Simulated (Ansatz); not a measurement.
Isolated molecules relaxed with PBE0-D4/def2-TZVP in Ansatz; ΔE leaves out vibrations. CCSD(T)/CBS is the MP2 limit (def2-TZVPP, def2-QZVPP) plus CCSD(T) − MP2 in def2-TZVPP, frozen cores. DFT in def2-TZVPP. def2 core potentials past Kr. For In outer-core shells are correlated without core-valence functions, which leaves a few kJ/mol of doubt a bond. One conformer a species, not always the lowest.

Consider the formal exchange of groups at the Al–C bond: `C[C](=N)[AlH2]` + `[Cl][InH2]` → `[AlH2][InH][Cl]` + `CC=N`.

```
          species  PBE energy (Eh)
 `C[C](=N)[AlH2]`       -376.70336
     `[Cl][InH2]`       -651.38519
`[AlH2][InH][Cl]`       -894.28673
           `CC=N`       -133.82883
```

**Question.** Work out ΔE.

**Answer.** ΔE = (-894.28673) + (-133.82883) − (-376.70336) − (-651.38519) = -0.02701 Eh = -16.9 kcal/mol. CCSD(T)/CBS gives -15.7 kcal/mol.

Largest T1 diagnostic among the species: 0.014.

The D4 term adds +0.9 kcal/mol with B3LYP and +0.4 kcal/mol with PBE0; it sums over pairs of atoms, weighted by their polarisabilities, and B3LYP, whose exchange is more repulsive, gets the larger term. At CCSD(T), def2-SVP lies +0.9 kcal/mol from the extrapolated value and def2-TZVPP +0.6 kcal/mol.

B3LYP here is the variant with VWN-RPA as its local correlation; programs differ in this.
